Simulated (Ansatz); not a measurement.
Ansatz (a program for electronic structure) input (wB97X-V/def2-TZVPD):

Ansatz 0.2 input:
```yaml
crystal:
  periodic: [false, false, false]
  atoms:
    - {symbol: C, position_ang: [-2.03021267, 0.91163379, 0.84250509]}
    - {symbol: C, position_ang: [-0.93833435, -0.07263228, 0.61356073]}
    - {symbol: C, position_ang: [-1.46767137, -1.34126963, -0.06863272]}
    - {symbol: C, position_ang: [0.22886989, 0.57227764, -0.15068870]}
    - {symbol: C, position_ang: [1.46279245, -0.30306346, -0.25497844]}
    - {symbol: O, position_ang: [2.49759506, 0.47350476, -0.85603961]}
    - {symbol: H, position_ang: [-1.81203651, 1.96525313, 0.95488714]}
    - {symbol: H, position_ang: [-3.04379430, 0.58003405, 1.02474809]}
    - {symbol: H, position_ang: [-0.54435831, -0.37806739, 1.59989741]}
    - {symbol: H, position_ang: [-2.32108705, -1.74583160, 0.47851463]}
    - {symbol: H, position_ang: [-1.79582995, -1.11950700, -1.08679872]}
    - {symbol: H, position_ang: [-0.70752121, -2.12159611, -0.11868966]}
    - {symbol: H, position_ang: [-0.10018932, 0.84836859, -1.15639563]}
    - {symbol: H, position_ang: [0.51882531, 1.49858803, 0.35215814]}
    - {symbol: H, position_ang: [1.76393947, -0.63962325, 0.74650655]}
    - {symbol: H, position_ang: [1.25609013, -1.19366468, -0.85867112]}
    - {symbol: H, position_ang: [3.27253773, -0.08366816, -0.97843578]}
basis:
  gaussian:
    orbitals: def2-TZVPD
hamiltonian:
  xc: {name: wB97X-V}
magnetization: {spin_polarized: true, initial_magnetization: 1}
output: {forces: true}
```

Output:

```
Functional definition: wB97X-V
integrals: 0.41 GiB planned
1615 factors; their error is unknown
integrals: 0.45 GiB planned
659 factors; integrals over basis functions are off by at most 7.9e-6 eV
0.55 GiB of the device are held for the grids
2.40 GiB of device memory are held for the factors and their scratch space
mean field: 3.80 GiB planned
mean field evaluation 1: about -7404.1265 eV, gradient 3.9e1 eV
mean field evaluation 2: about -7406.5879 eV, gradient 3.3e1 eV
mean field evaluation 4: about -7410.5625 eV, gradient 1.8e0 eV
mean field evaluation 8: about -7410.5892 eV, gradient 1.4e-1 eV
mean field evaluation 16: about -7410.5374 eV, gradient 7.5e-4 eV
mean field -7410.53741049 eV, -272.3322267928 hartree, gradient 7.9e-5 eV, S^2 0.753648; 0 other end points of the search recorded, 0 dependent functions left out
the calculation of the forces begins
reference -7410.53740790 eV, -272.3322266975 hartree; 25, 24 occupied and 299, 300 virtual orbitals, 1615 factors
Total energy: -7410.53740790 eV, -272.3322266975 hartree
Atom 0 at    -2.030213     0.911634     0.842505 Å, force     0.002108     0.000273    -0.029193 eV/Å
Atom 1 at    -0.938334    -0.072632     0.613561 Å, force     0.115659    -0.100690    -0.048252 eV/Å
Atom 2 at    -1.467671    -1.341270    -0.068633 Å, force     0.031219     0.098286     0.026515 eV/Å
Atom 3 at     0.228870     0.572278    -0.150689 Å, force    -0.065504    -0.037936     0.026024 eV/Å
Atom 4 at     1.462792    -0.303063    -0.254978 Å, force     0.028715     0.046024    -0.016343 eV/Å
Atom 5 at     2.497595     0.473505    -0.856040 Å, force    -0.022420    -0.071337     0.029207 eV/Å
Atom 6 at    -1.812037     1.965253     0.954887 Å, force     0.033876     0.111302     0.011743 eV/Å
Atom 7 at    -3.043794     0.580034     1.024748 Å, force    -0.103342    -0.046072     0.018298 eV/Å
Atom 8 at    -0.544358    -0.378067     1.599897 Å, force     0.012139    -0.005646     0.061724 eV/Å
Atom 9 at    -2.321087    -1.745832     0.478515 Å, force    -0.069103    -0.025527     0.051200 eV/Å
Atom 10 at    -1.795830    -1.119507    -1.086799 Å, force    -0.027092     0.025908    -0.089274 eV/Å
Atom 11 at    -0.707521    -2.121596    -0.118690 Å, force     0.072242    -0.070043     0.000850 eV/Å
Atom 12 at    -0.100189     0.848369    -1.156396 Å, force    -0.029792     0.023962    -0.097634 eV/Å
Atom 13 at     0.518825     1.498588     0.352158 Å, force     0.026548     0.083154     0.048605 eV/Å
Atom 14 at     1.763939    -0.639623     0.746507 Å, force     0.037586    -0.006947     0.063741 eV/Å
Atom 15 at     1.256090    -1.193665    -0.858671 Å, force    -0.002541    -0.054449    -0.063644 eV/Å
Atom 16 at     3.272538    -0.083668    -0.978436 Å, force    -0.040299     0.029736     0.006432 eV/Å
Dipole moment:     0.045846    -0.348070     0.106737 e Å
```

It need not be the lowest isomer of its formula.
